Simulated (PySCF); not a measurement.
Correlation energy of Ru (ruthenium, neutral)

[Kr] 4d7 5p1, one real determinant (an excited configuration). Computed with PySCF 2.14 in x2c-TZVPPall with one added diffuse shell each of s, p, d, f type (9s7p7d3f1g, 95 functions), with scalar relativity by spin-free X2C-1e. Frozen: [Ar] 3d10; 16 electrons correlated.

```json
{"level": "CCSD", "correlation energy (mhartree)": "-465.07"}
{"level": "(T)", "correlation energy (mhartree)": "-15.44"}
{"level": "CCSD(T)", "correlation energy (mhartree)": "-480.51"}
```

Diagnostics: T1 = 0.021, D1 = 0.1037, largest double amplitude 0.050.

Q: Is a single reference adequate?

A: Yes, within this model without spin-orbit coupling: T1 lies below 0.03 and no double amplitude reaches 0.07.

The reference is one real determinant that mixes LS terms of this configuration.

This basis was not built for core-valence correlation, so the inner-shell part is incomplete.
